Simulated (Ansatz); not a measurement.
Wavefunction ladder for CH₅BrClNSi, SMILES `C[Si](N)(Cl)Br`

```xyz
10

C    -0.519   -0.018    1.336
Si    0.191   -0.434   -0.316
N     0.461    0.959   -1.250
Cl   -1.078   -1.798   -1.210
Br    2.161   -1.434   -0.124
H     0.163    0.634    1.884
H    -0.691   -0.925    1.917
H    -1.477    0.495    1.214
H     1.085    0.916   -2.040
H    -0.296    1.605   -1.412
```

Total charge 0; spin multiplicity 1. Correlated methods include outer-core shells of Br, which these sets cover unevenly. Scalar relativity is left out up to krypton. All single points use the PBE0-D4/def2-TZVP geometry. It is one conformer, not always the lowest. Frozen core, restricted reference, the Gaussian-basis code of Ansatz.

```csv
basis,HF (Eh),MP2 corr.,CCSD corr.,(T),CCSD(T) total
def2-SVP,?,?,?,-0.01997,?
def2-TZVPP,-3416.30572,-0.97377,-1.01752,-0.03981,-3417.36305
def2-QZVPP,?,-1.34897,–,–,–
```

Question: Fill in the withheld values. (An estimate is asked.)

Answer: Computed: def2-SVP HF (Eh): -3415.61020; def2-SVP MP2 corr.: -0.77017; def2-SVP CCSD corr.: -0.81330; def2-SVP CCSD(T) total: -3416.44347; def2-QZVPP HF (Eh): -3416.38161.
